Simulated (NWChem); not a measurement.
# A calculation on hydrogen selenide (H2Se)

```xyz
3

Se     0.0000     0.0000     0.0571
H      1.0502     0.0000    -0.9703
H     -1.0502     0.0000    -0.9703
```
Charge 0, spin multiplicity 1.

Program: NWChem. The geometry was optimised at PBE0/def2-SVP, a minimum by its harmonic frequencies.

Symmetry labels belong to the abelian group C2v used in the runs, with the axes of the coordinates shown.

The Hamiltonian is non-relativistic. B3LYP has NWChem's definition, with VWN1-RPA local correlation.

Problem. List the lowest 4 singlet excitations that TD-B3LYP/def2-SVPD, VWN1-RPA local correlation gives, with oscillator strengths.

Solution. 
| state | symmetry | energy (eV) | wavelength (nm) | f |
|---|---|---|---|---|
| 1 | a2 | 5.23 | 237 | 0.000 |
| 2 | b2 | 5.40 | 230 | 0.057 |
| 3 | a2 | 7.00 | 177 | 0.000 |
| 4 | b2 | 7.16 | 173 | 0.001 |
